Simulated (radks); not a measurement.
Spherical quantum dot in the effective-mass picture: electrons in a hard-walled sphere of radius 1.98, with a point charge +1 (a donor) at the centre, all in effective atomic units (hartree* = m*/eps^2 hartree, bohr* = eps/m* bohr), one dielectric constant everywhere. Calculated with a radial shooting solver with Libxc functionals: non-relativistic Kohn-Sham, exchange-only LDA, spin-polarised, spherical densities. Levels are named by radial order and angular momentum (1s, 1p, 1d, 2s, ...), and open shells are averaged over m. Results are scaled to m* = 0.302 and eps = 11.8, for which hartree* = 59.02 meV and bohr* = 2.068 nm.

N = 20, configuration 1s2 1p6 1d10 2s2. This is the lowest configuration that the search found. Occupied and some empty levels:

level  occupation  eigenvalue (meV)  <r> (nm)
1s              2            834.43     2.436
1p              6            887.95     2.690
1d             10            966.40     2.835
2s              2            1044.0     1.813
1f              0            1068.3     2.942
1g              0            1192.1     3.027
2p              0            1206.0     2.135

Energy (meV): total 10749.4, kinetic 4369.5, external -1068.7, Hartree 8274.4, exchange-correlation -825.73.

Electron density:

r (nm)  n(r) (e/nm^3)
0.314          0.2523
0.620          0.1817
0.926          0.1308
1.23          0.09925
1.54          0.08676
1.84          0.09122
2.15           0.1066
2.46           0.1224
2.76           0.1255
3.07           0.1064
3.38          0.06700
3.68          0.02498
3.99         0.001632
